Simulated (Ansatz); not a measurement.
Geometry optimisation, Ansatz 0.2.0, RKS PBE-D4/def2-SVP.

Input:

```yaml
crystal:
  periodic: [false, false, false]
  atoms:
    - { symbol: B, position_ang: [0.0, 0.0, 0.0] }
    - { symbol: Cl, position_ang: [0.0, 0.0, 2.21] }
    - { symbol: H, position_ang: [1.0305, 0.0, -0.595] }
    - { symbol: F, position_ang: [-1.1431, 0.0, -0.66] }
    - { symbol: "N", position_ang: [0.0773, -1.7539, 0.5833] }
    - { symbol: H, position_ang: [-0.441, -2.5119, 0.0539] }
    - { symbol: Si, position_ang: [1.0434, -2.1779, 2.0663] }
    - { symbol: H, position_ang: [1.2276, -3.6248, 2.1308] }
    - { symbol: H, position_ang: [2.3474, -1.5244, 2.0018] }
    - { symbol: H, position_ang: [0.3313, -1.7252, 3.2578] }
    - { symbol: H, position_ang: [0.0556, -1.2621, 1.6502] }
basis:
  gaussian: { orbitals: def2-SVP }
hamiltonian:
  xc: pbe
  dispersion: d4
relax:
  f_tol: 0.15
  max_steps: 25
  restrain:
    - { distance: [0, 4], at: 2.75, k: 30.0 }
    - { distance: [10, 1], at: 2.57, k: 30.0 }
    - { distance: [0, 1], at: 1.86, k: 30.0 }
    - { distance: [10, 4], at: 1.06, k: 30.0 }
```

Command:

```bash
$ ansatz run input.yaml --threads 4 --pin off --max-ram 5120MiB --backend cpu --events-out ev --progress --plain --runs-dir out
```

Problem. Where does it end, and by what steps?

Solution. It converged. The restraints hold the end off the free minimum; the threshold counts their pulls, which the force column leaves out. Restrained pairs: B1–N5 (1.85 → 2.74 Å), Cl2–H11 (1.38 → 2.58 Å), B1–Cl2 (2.21 → 1.83 Å), N5–H11 (1.17 → 1.04 Å). After 12 steps the energy has fallen by 5.810 eV (the restraints' own energy left out); Cl2 moved furthest, 1.23 Å. The start is strongly strained (largest force component 8 eV/Å), so its close contacts needn't be bonds.

| step | energy less start (eV) | largest force component (eV/Å) | accepted |
| --- | --- | --- | --- |
| 0 | 0.0000 | 8.278 | yes |
| 1 | -1.2878 | 6.317 | yes |
| 2 | -2.0413 | 6.103 | yes |
| 3 | -2.8384 | 4.676 | yes |
| 4 | -3.9028 | 2.270 | yes |
| 5 | -4.9090 | 2.319 | yes |
| 6 | -5.4271 | 1.760 | yes |
| 7 | -5.6062 | 1.261 | yes |
| 8 | -5.6002 | 1.414 | yes |
| 9 | -5.7871 | 1.012 | yes |
| 10 | -5.7975 | 0.856 | yes |
| 11 | -5.7949 | 0.889 | no |
| 12 | -5.8100 | 0.821 | yes |

```xyz
11
Properties=species:S:1:pos:R:3
B 0.069 0.431 -0.043
Cl -0.477 0.964 1.621
H 1.245 0.426 -0.327
F -0.869 0.261 -0.962
N -0.099 -2.092 1.006
H -0.452 -2.864 0.436
Si 1.214 -2.447 2.139
H 1.583 -3.898 1.997
H 2.436 -1.618 1.855
H 0.777 -2.172 3.551
H -0.898 -1.572 1.425
```

Run time: 18 s on 4 threads of AMD EPYC 7R32 (Zen 2) (shared host), peak memory 0.2 GiB.
